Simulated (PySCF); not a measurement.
**Ga14As14H34: Orbital levels and atomic charges**

System: Ga14As14H34 (III V hydride cut).

Cartesian coordinates (Å):
```
  1 As    1.4864   -2.3492   -2.0170
  2 As   -2.5109   -2.3492   -2.0170
  3 As   -0.5123   -5.8109   -2.0170
  4 As    3.4850   -1.1952    1.2467
  5 Ga    3.4850   -1.1952   -1.2011
  6 As   -0.5123   -1.1952    1.2467
  7 Ga   -0.5123   -1.1952   -1.2011
  8 Ga    1.4864   -2.3492    2.0627
  9 As    1.4864   -4.6570    1.2467
 10 Ga    1.4864   -4.6570   -1.2011
 11 Ga   -2.5109   -2.3492    2.0627
 12 As   -2.5109   -4.6570    1.2467
 13 Ga   -2.5109   -4.6570   -1.2011
 14 Ga   -0.5123   -5.8109    2.0627
 15 As    1.4864    4.5743   -2.0170
 16 As    3.4850    1.1126   -2.0170
 17 As   -2.5109    4.5743   -2.0170
 18 As   -0.5123    1.1126   -2.0170
 19 As   -0.5123    5.7282    1.2467
 20 Ga   -0.5123    5.7282   -1.2011
 21 Ga    1.4864    4.5743    2.0627
 22 As    1.4864    2.2665    1.2467
 23 Ga    1.4864    2.2665   -1.2011
 24 Ga    3.4850    1.1126    2.0627
 25 Ga   -2.5109    4.5743    2.0627
 26 As   -2.5109    2.2665    1.2467
 27 Ga   -2.5109    2.2665   -1.2011
 28 Ga   -0.5123    1.1126    2.0627
 29 H     1.4755   -2.3499   -3.5183
 30 H    -3.7974   -1.7100   -1.6677
 31 H    -2.7485   -2.2442   -3.4778
 32 H    -0.5180   -6.0580   -3.4770
 33 H    -0.5821   -7.2453   -1.6742
 34 H     4.7381   -1.9206    1.6148
 35 H     4.7702   -1.9461   -1.8136
 36 H     1.4853   -2.3451    3.6732
 37 H     2.7056   -5.4236    1.6379
 38 H     2.7831   -5.4023   -1.8010
 39 H    -3.7961   -1.5861    1.4824
 40 H    -2.5196   -2.3447    3.6518
 41 H    -3.7265   -5.4290    1.6287
 42 H    -3.7972   -5.3827   -1.8347
 43 H    -0.5141   -5.7722    3.6509
 44 H    -0.5051   -7.3127    1.5260
 45 H     1.6959    4.7408   -3.4770
 46 H     2.6896    5.3594   -1.6671
 47 H     3.7079    1.1959   -3.4822
 48 H     4.7469    1.8183   -1.7003
 49 H    -3.7160    5.3568   -1.6768
 50 H    -2.7244    4.6958   -3.4777
 51 H    -0.5270    1.1348   -3.5218
 52 H    -0.5741    7.1679    1.6243
 53 H    -0.5020    7.2036   -1.8388
 54 H     2.7888    5.3206    1.5108
 55 H     1.4599    4.5664    3.6511
 56 H     4.7757    1.8681    1.5004
 57 H     3.4721    1.0995    3.6515
 58 H    -3.8164    5.3136    1.5203
 59 H    -2.4802    4.5552    3.6498
 60 H    -3.7894    1.6056    1.6375
 61 H    -3.7927    1.5037   -1.8203
 62 H    -0.5140    1.1244    3.6743
```

Method: PBE/def2-SVP, gas phase, PySCF, fitting set def2-universal-JFIT, grid level 1.

Spin-orbit coupling is left out, which matters for the heavier atoms here.

Task: Give the orbital energies near the gap.

Result: 
| orbital | eV |
| --- | --- |
| HOMO-4 | -5.96 |
| HOMO-3 | -5.93 |
| HOMO-2 | -5.90 |
| HOMO-1 | -5.74 |
| HOMO | -5.65 |
| LUMO | -2.75 |
| LUMO+1 | -2.61 |
| LUMO+2 | -2.39 |
| LUMO+3 | -2.30 |

Task: Give the partial charges of the non-hydrogen atoms.

Result: 
| atom | Mulliken | IAO | Hirshfeld |
| --- | --- | --- | --- |
| As1 | -0.11 | 0.05 | 0.00 |
| As2 | 0.06 | 0.20 | 0.13 |
| As3 | 0.03 | 0.19 | 0.13 |
| As4 | -0.08 | 0.05 | 0.01 |
| Ga5 | 0.12 | 0.02 | 0.13 |
| As6 | -0.26 | -0.06 | -0.09 |
| Ga7 | 0.11 | -0.01 | 0.11 |
| Ga8 | 0.11 | 0.02 | 0.12 |
| As9 | -0.09 | 0.05 | 0.01 |
| Ga10 | 0.11 | 0.01 | 0.12 |
| Ga11 | 0.02 | -0.02 | 0.10 |
| As12 | -0.08 | 0.05 | 0.01 |
| Ga13 | 0.09 | 0.01 | 0.12 |
| Ga14 | -0.02 | -0.02 | 0.10 |
| As15 | 0.06 | 0.19 | 0.12 |
| As16 | 0.06 | 0.19 | 0.12 |
| As17 | 0.04 | 0.19 | 0.13 |
| As18 | -0.11 | 0.05 | -0.01 |
| As19 | -0.08 | 0.05 | 0.01 |
| Ga20 | 0.09 | 0.01 | 0.12 |
| Ga21 | 0.03 | -0.01 | 0.11 |
| As22 | -0.25 | -0.06 | -0.08 |
| Ga23 | 0.11 | -0.01 | 0.11 |
| Ga24 | 0.03 | 0.00 | 0.12 |
| Ga25 | -0.02 | -0.02 | 0.10 |
| As26 | -0.09 | 0.06 | 0.02 |
| Ga27 | 0.09 | 0.00 | 0.11 |
| Ga28 | 0.14 | 0.03 | 0.13 |
